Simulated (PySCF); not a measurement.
Saddle point of BH₃ClO₂F, closed shell (BH₂O₂F ([OH][B]([OH])[F]) + HCl → BH₂ClO₂ ([OH][B]([OH])[Cl]) + HF; bonds formed: B1–Cl6, F2–H5; bonds broken: B1–F2, H5–Cl6), PBE0-D4/def2-TZVP structure:

| atom | x (Å) | y (Å) | z (Å) |
| --- | --- | --- | --- |
| B1 | -0.1652 | -0.2258 | -0.2901 |
| F2 | 1.3692 | 0.1845 | 0.1136 |
| O3 | -0.5522 | 0.3613 | -1.4369 |
| O4 | -0.4150 | -1.5251 | -0.0470 |
| H5 | 0.8818 | 0.7417 | 0.9190 |
| Cl6 | -0.6179 | 1.0099 | 1.4334 |
| H7 | -0.3618 | 1.2977 | -1.5052 |
| H8 | -0.1391 | -1.8442 | 0.8131 |

Energies are electronic, without zero-point energy. Barriers and step energies count from the start structure reached by relaxing down the imaginary mode; all methods use the PBE0-D4 structures, on which another method's saddle can fall below an end. Computed with PySCF 2.14 with density fitting (its default auxiliary sets; JK sets also for MP2 and CCSD(T)) (basis: def2-TZVPP, with def2-QZVPP for the basis limit); correlated methods freeze the cores. B3LYP uses VWN-RPA correlation. Extrapolation: Hartree–Fock as exp(−7.88 √X), correlation as X^−2.97.

```json
{"method": "SPW92", "barrier (kJ/mol)": "102.3", "step energy (kJ/mol)": "56.5"}
{"method": "PBE-D4", "barrier (kJ/mol)": "?", "step energy (kJ/mol)": "49.0"}
{"method": "r2SCAN-D4", "barrier (kJ/mol)": "138.2", "step energy (kJ/mol)": "57.5"}
{"method": "PBE0-D4", "barrier (kJ/mol)": "144.1", "step energy (kJ/mol)": "52.3"}
{"method": "B3LYP-D4", "barrier (kJ/mol)": "?", "step energy (kJ/mol)": "60.0"}
{"method": "BHLYP-D4", "barrier (kJ/mol)": "177.6", "step energy (kJ/mol)": "66.0"}
{"method": "wB97M-V", "barrier (kJ/mol)": "150.9", "step energy (kJ/mol)": "58.4"}
{"method": "HF", "barrier (kJ/mol)": "222.2", "step energy (kJ/mol)": "73.9"}
{"method": "MP2", "barrier (kJ/mol)": "?", "step energy (kJ/mol)": "52.9"}
{"method": "CCSD", "barrier (kJ/mol)": "177.0", "step energy (kJ/mol)": "62.9"}
{"method": "CCSD(T)", "barrier (kJ/mol)": "165.1", "step energy (kJ/mol)": "59.8"}
```

Fill in the withheld barriers. (An estimate is asked for; the value comes from the calculation.)

The calculation gives: B3LYP-D4 159.2; MP2 155.1; PBE-D4 128.8 kJ/mol. Each is the energy of the saddle less that of the start structure, by the same method.

For comparison, the barrier by CCSD(T) at an estimated basis limit (MP2 extrapolated from triple and quadruple zeta, plus CCSD(T) − MP2 in triple zeta) is 161.7 kJ/mol.

T1 diagnostic: at most 0.012.

Labels in which every atom is bracketed show which atoms are joined, not bond orders.

For scale, one of the runs: CCSD(T)/def2-TZVPP, 208 basis functions, launched by `OMP_NUM_THREADS=4 python run.py`. The run took 17 min on 4 CPU threads of an Intel Xeon (shared host), with 3.6 GiB of host memory at its peak.
